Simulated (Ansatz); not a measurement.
Ansatz results at the PBE0-D4/def2-TZVP geometry: HOMO–LUMO gap (PBE/def2-TZVPP) 4.23 eV; size of the dipole moment (PBE/def2-TZVPP) 2.97 D; LUMO energy (B3LYP/def2-TZVPP) -1.55 eV.

Each molecule was computed in one conformer, which needn't be the lowest.

**Question.** Which molecule gave them?
A. `C[N]=[W](=[O])([F])[O]C`
B. `C[O][W](=[NH])(=[NH])[Cl]`
C. `[O]=[W](=[O])([Cl])[Cl]`
D. `C[O][W](=[O])([Cl])([Cl])[Cl]`

**Answer.** B. The others give `[O]=[W](=[O])([Cl])[Cl]`: 4.14, 1.82, -3.48; `C[O][W](=[O])([Cl])([Cl])[Cl]`: 2.83, 3.66, -4.05; `C[N]=[W](=[O])([F])[O]C`: 4.41, 3.70, -1.32.

B3LYP here is the variant with VWN-RPA as its local correlation; programs differ in this.
